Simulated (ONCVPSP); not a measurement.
Ranking ONCV potentials for V (Z = 23)

All share these settings but for the change named:

ONCVPSP 4.0.1 input, shortened (lines: element, Z, core and valence counts, functional; n l f; lmax; l rc ep ncon nbas qcut; lloc lpopt rc5 dvloc0; l nproj debl; icmod fcfact rcfact), PBE, scalar-relativistic:

```
  V 23.00    3    4        4      upf
    1    0    2.00
    2    0    2.00
    2    1    6.00
    3    0    2.00
    3    1    6.00
    3    2    3.00
    4    0    2.00
    2
    0    1.85    0.00    3    7    7.00
    1    1.55    0.00    4    9    9.70
    2    2.25    0.00    4    9    6.10
    4    5    1.05    0.00
    0    2    1.80
    1    2    1.10
    2    2    0.80
    0    0.00    0.00
```

In the p channel the program set the typed energies aside and used -1.618, 0.250 Ha.

Cutoff: the first of the cutoffs (Ha) at which the residual kinetic energy of the hardest occupied pseudo-wave falls to 1 and 0.1 mHa per electron; the density cutoff is not measured.

The base gives 24 Ha.

Of 8 variants that were run, those that failed, showed a ghost or another fault, or gave nearly equal values are left out.

A variant can come out equal or close to the base.

**Question.** Rank these variants from softest to hardest (loose cutoff).
A. all radii scaled by about 1.32 (s 2.44, p 2.04, d 2.96 bohr); local potential polynomial inside 1.38 bohr (lpopt 5, dvloc0 0 Ha)
B. all radii scaled by about 0.83 (s 1.54, p 1.28, d 1.88 bohr); local potential polynomial inside 0.88 bohr (lpopt 5, dvloc0 0 Ha)
C. all radii scaled by about 0.80 (s 1.48, p 1.24, d 1.78 bohr); local potential polynomial inside 0.84 bohr (lpopt 5, dvloc0 0 Ha)

**Answer.** A (22 Ha), B (30 Ha), C (61 Ha).
